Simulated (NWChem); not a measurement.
System: YCl3; SMILES [Y]([Cl])([Cl])[Cl]

Parts of the log:

```
             Northwest Computational Chemistry Package (NWChem) 7.3.0
             --------------------------------------------------------

                             Geometry "geometry" -> ""
                             -------------------------

 Output coordinates in angstroms (scale by  1.889725989 to convert to a.u.)

  No.       Tag          Charge          X              Y              Z
 ---- ---------------- ---------- -------------- -------------- --------------
    1 Y                   39.0000    -0.20709022    -0.60787089    -0.38829662
    2 Cl                  17.0000     2.07662278     0.13821411    -0.21499062
    3 Cl                  17.0000    -0.58809622    -0.35380189     1.97647238
    4 Cl                  17.0000    -1.01343722     1.61011511    -0.87068362

 Effective nuclear repulsion energy (a.u.)     568.6138772875

                           NWChem Geometry Optimization
                           ----------------------------

 maximum gradient threshold         (gmax) =   0.000450
 rms gradient threshold             (grms) =   0.000300
 maximum cartesian step threshold   (xmax) =   0.001800
 rms cartesian step threshold       (xrms) =   0.001200
 fixed trust radius                (trust) =   0.300000
 source of zmatrix                         =

          -------------------
          Energy Minimization
          -------------------

 Using diagonal initial Hessian

          --------
          Step   0

                                 NWChem DFT Module
                                 -----------------

 Summary of "ao basis" -> "ao basis" (spherical)
 ------------------------------------------------------------------------------
       Tag                 Description            Shells   Functions and Types
 ---------------- ------------------------------  ------  ---------------------
 Y                          def2-svp                11       31   5s3p2d1f
 Cl                         def2-svp                 8       18   4s3p1d

[...]

      ----------------------
      Optimization converged
      ----------------------

  Step       Energy      Delta E   Gmax     Grms     Xrms     Xmax
  ---- ---------------- -------- -------- -------- -------- --------
@   14   -1418.29739519 -1.8D-08  0.00001  0.00001  0.00048  0.00115
                                     ok       ok       ok       ok

                         Geometry "geometry" -> "geometry"
                         ---------------------------------

 Output coordinates in angstroms (scale by  1.889725989 to convert to a.u.)

  No.       Tag          Charge          X              Y              Z
 ---- ---------------- ---------- -------------- -------------- --------------
    1 Y                   39.0000     0.06691005     0.19582871     0.12529423
    2 Cl                  17.0000     2.38926512    -0.20310323    -0.49778384
    3 Cl                  17.0000    -0.83539176    -0.78913044     2.16406423
    4 Cl                  17.0000    -1.35278430     1.58306140    -1.28907311

 Effective nuclear repulsion energy (a.u.)     540.5141786095

[...]

 Rotational Constants
 --------------------
 A=   0.054116 cm-1  (  0.077859 K)
 B=   0.054083 cm-1  (  0.077812 K)
 C=   0.027050 cm-1  (  0.038918 K)

 Temperature                      =   298.15K
 frequency scaling parameter      =   1.0000

 Zero-Point correction to Energy  =    1.921 kcal/mol  (  0.003061 au)
 Thermal correction to Energy     =    5.816 kcal/mol  (  0.009268 au)
 Thermal correction to Enthalpy   =    6.408 kcal/mol  (  0.010212 au)

 Total Entropy                    =   86.852 cal/mol-K
   - Translational                =   41.672 cal/mol-K (mol. weight = 193.8119)
   - Rotational                   =   29.388 cal/mol-K (symmetry #  =        1)
   - Vibrational                  =   15.793 cal/mol-K

 Cv (constant volume heat capacity) =   16.408 cal/mol-K
   - Translational                  =    2.979 cal/mol-K
   - Rotational                     =    2.979 cal/mol-K
   - Vibrational                    =   10.449 cal/mol-K

[normal modes left out]

 ----------------------------------------------------------------------------
 Normal Eigenvalue ||           Projected Infra Red Intensities
  Mode   [cm**-1]  || [atomic units] [(debye/angs)**2] [(KM/mol)] [arbitrary]
 ------ ---------- || -------------- ----------------- ---------- -----------
    1       -0.000 ||    0.000000           0.000         0.000       0.000
    2       -0.000 ||    0.000000           0.000         0.000       0.000
    3       -0.000 ||    0.000000           0.000         0.000       0.000
    4       -0.000 ||    0.000000           0.000         0.000       0.000
    5       -0.000 ||    0.000000           0.000         0.000       0.000
    6        0.000 ||    0.000000           0.000         0.000       0.000
    7       44.575 ||    0.044663           1.030        43.539      17.444
    8       84.088 ||    0.005276           0.122         5.144       2.061
    9       84.220 ||    0.005269           0.122         5.137       2.058
   10      337.092 ||    0.000000           0.000         0.000       0.000
   11      397.183 ||    0.125993           2.907       122.825      49.210
   12      397.211 ||    0.126035           2.908       122.866      49.227
 ----------------------------------------------------------------------------
```

Level: PBE0/def2-SVP with def2 effective core potentials on Y. def2 effective core potentials on Y; no spin-orbit coupling. The printed entropy takes a lower symmetry number than the molecule has.

Problem. Which NWChem input produces such a log?

Solution. One answer among several that fit: the input that was run:
```
start job
memory heap 200 mb stack 900 mb global 1100 mb
geometry units angstroms noautosym noautoz
  Y     -0.199077    -0.584306    -0.373215
  Cl     2.084636     0.161779    -0.199909
  Cl    -0.580083    -0.330237     1.991554
  Cl    -1.005424     1.633680    -0.855602
end
basis spherical
  * library def2-svp
end
ecp
  Y library def2-ecp
end
dft
  xc pbe0
  iterations 150
end
driver
  maxiter 120
end
task dft optimize
dft
  grid fine
  convergence energy 1d-8 density 1d-7
end
task dft freq numerical
```
